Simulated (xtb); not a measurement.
Job for xtb: GFN2-xTB on C2H2 (SMILES C#C).

```
$ xtb mol.xyz --gfn 2 --sp --chrg 0 --uhf 0
4

C     -0.05012647    -0.12267823     3.10197481
C     -0.08338719     0.02286964     4.29100430
H     -0.01883584    -0.24593801     2.03994958
H     -0.11398063     0.14773066     5.34559649
```

It printed:

```
[...]
           -------------------------------------------------
          |                Calculation Setup                |
           -------------------------------------------------



           -------------------------------------------------
          |                 G F N 2 - x T B                 |
           -------------------------------------------------

        Reference                      10.1021/acs.jctc.8b01176
      * Hamiltonian:
        H0-scaling (s, p, d)           1.850000    2.230000    2.230000
        zeta-weighting                 0.500000
      * Dispersion:
        s8                             2.700000
        a1                             0.520000
        a2                             5.000000
        s9                             5.000000
      * Repulsion:
        kExp                           1.500000    1.000000
        rExp                           1.000000
      * Coulomb:
        alpha                          2.000000
        third order                    shell-resolved
        anisotropic                    true
        a3                             3.000000
        a5                             4.000000
        cn-shift                       1.200000
        cn-exp                         4.000000
        max-rad                        5.000000


          ...................................................
          :                      SETUP                      :
          :.................................................:
          :  # basis functions                  10          :
          :  # atomic orbitals                  10          :
          :  # shells                            6          :
          :  # electrons                        10          :
          :  max. iterations                   250          :
          :  Hamiltonian                  GFN2-xTB          :
          :  restarted?                      false          :
          :  GBSA solvation                  false          :
          :  PC potential                    false          :
          :  electronic temp.          300.0000000     K    :
          :  accuracy                    1.0000000          :
          :  -> integral cutoff          0.2500000E+02      :
          :  -> integral neglect         0.1000000E-07      :
          :  -> SCF convergence          0.1000000E-05 Eh   :
          :  -> wf. convergence          0.1000000E-03 e    :
          :  Broyden damping             0.4000000          :
          :  net charge                          0          :
          :  unpaired electrons                  0          :
          ...................................................

 iter      E             dE          RMSdq      gap      omega  full diag
   1     -5.3548681 -0.535487E+01  0.108E+01    7.36       0.0  T
   2     -5.3584780 -0.360996E-02  0.643E+00    7.30       1.0  T
   3     -5.3588397 -0.361666E-03  0.409E-01    7.21       1.0  T
   4     -5.3590162 -0.176531E-03  0.672E-02    7.22       1.0  T
   5     -5.3590146  0.160348E-05  0.349E-02    7.22       1.4  T
   6     -5.3590147 -0.882177E-07  0.245E-02    7.22       2.0  T
   7     -5.3590169 -0.216953E-05  0.137E-04    7.22     364.1  T
   8     -5.3590169 -0.698730E-11  0.588E-05    7.22     850.6  T
   9     -5.3590169 -0.250910E-11  0.796E-06    7.22    6277.5  T

   *** convergence criteria satisfied after 9 iterations ***

         #    Occupation            Energy/Eh            Energy/eV
      -------------------------------------------------------------
         1        2.0000           -0.6046179             -16.4525
         2        2.0000           -0.5306857             -14.4407
         3        2.0000           -0.4761202             -12.9559
         4        2.0000           -0.4219103             -11.4808
         5        2.0000           -0.4219101             -11.4808 (HOMO)
         6                         -0.1567260              -4.2647 (LUMO)
         7                         -0.1567217              -4.2646
         8                          0.0553150               1.5052
         9                          0.3096889               8.4271
        10                          1.4110744              38.3973
      -------------------------------------------------------------
                  HL-Gap            0.2651840 Eh            7.2160 eV
             Fermi-level           -0.2893180 Eh           -7.8727 eV

 SCC (total)                   0 d,  0 h,  0 min,  0.003 sec
 SCC setup                      ...        0 min,  0.000 sec (  4.204%)
 Dispersion                     ...        0 min,  0.000 sec (  1.833%)
 classical contributions        ...        0 min,  0.000 sec (  0.949%)
 integral evaluation            ...        0 min,  0.000 sec (  9.190%)
 iterations                     ...        0 min,  0.002 sec ( 57.960%)
 molecular gradient             ...        0 min,  0.001 sec ( 19.305%)
 printout                       ...        0 min,  0.000 sec (  6.059%)

         :::::::::::::::::::::::::::::::::::::::::::::::::::::
         ::                     SUMMARY                     ::
         :::::::::::::::::::::::::::::::::::::::::::::::::::::
         :: total energy              -5.206340344856 Eh    ::
         :: gradient norm              0.017187046918 Eh/a0 ::
         :: HOMO-LUMO gap              7.216024671567 eV    ::
         ::.................................................::
         :: SCC energy                -5.359016917276 Eh    ::
         :: -> isotropic ES            0.001610762567 Eh    ::
         :: -> anisotropic ES         -0.000998287788 Eh    ::
         :: -> anisotropic XC          0.013149484794 Eh    ::
         :: -> dispersion             -0.000793308017 Eh    ::
         :: repulsion energy           0.152676572421 Eh    ::
         :: add. restraining           0.000000000000 Eh    ::
         :: total charge               0.000000000000 e     ::
         :::::::::::::::::::::::::::::::::::::::::::::::::::::

           -------------------------------------------------
          |                Property Printout                |
           -------------------------------------------------

    * Orbital Energies and Occupations

         #    Occupation            Energy/Eh            Energy/eV
      -------------------------------------------------------------
         1        2.0000           -0.6046179             -16.4525
         2        2.0000           -0.5306857             -14.4407
         3        2.0000           -0.4761202             -12.9559
         4        2.0000           -0.4219103             -11.4808
         5        2.0000           -0.4219101             -11.4808 (HOMO)
         6                         -0.1567260              -4.2647 (LUMO)
         7                         -0.1567217              -4.2646
         8                          0.0553150               1.5052
         9                          0.3096889               8.4271
        10                          1.4110744              38.3973
      -------------------------------------------------------------
                  HL-Gap            0.2651840 Eh            7.2160 eV
             Fermi-level           -0.2893180 Eh           -7.8727 eV

     #   Z          covCN         q      C6AA      α(0)
     1   6 C        1.907    -0.079    33.259     9.314
     2   6 C        1.908    -0.079    33.270     9.315
     3   1 H        0.927     0.079     1.993     2.208
     4   1 H        0.927     0.079     1.987     2.204

 Mol. C6AA /au·bohr⁶  :        206.067198
 Mol. C8AA /au·bohr⁸  :       5160.775596
 Mol. α(0) /au        :         23.041036


Wiberg/Mayer (AO) data.
largest (>0.10) Wiberg bond orders for each atom

 ---------------------------------------------------------------------------
Note: The following floating-point exceptions are signalling: IEEE_DENORMAL
normal termination of xtb
     #   Z sym  total        # sym  WBO       # sym  WBO       # sym  WBO
 ---------------------------------------------------------------------------
     1   6 C    3.973 --     2 C    2.997     3 H    0.969
     2   6 C    3.974 --     1 C    2.997     4 H    0.969
     3   1 H    0.994 --     1 C    0.969
     4   1 H    0.994 --     2 C    0.969
 ---------------------------------------------------------------------------

Topologies differ in total number of bonds
Writing topology from bond orders to xtbtopo.mol

molecular dipole:
                 x           y           z       tot (Debye)
 q only:        0.000       0.000       0.000
   full:        0.000       0.001      -0.000       0.002
molecular quadrupole (traceless):
                xx          xy          yy          xz          yz          zz
 q only:       -0.681      -0.007      -0.654      -0.058       0.243       1.335
  q+dip:       -2.804      -0.029      -2.693      -0.237       0.999       5.497
   full:       -1.582      -0.016      -1.520      -0.134       0.563       3.102


           -------------------------------------------------
          | TOTAL ENERGY               -5.206340344856 Eh   |
          | GRADIENT NORM               0.017187046918 Eh/α |
          | HOMO-LUMO GAP               7.216024671567 eV   |
           -------------------------------------------------

------------------------------------------------------------------------
------------------------------------------------------------------------
 total:
 SCF:
```

The run finished.

Cost: about 0.07 core-seconds (a rough figure).
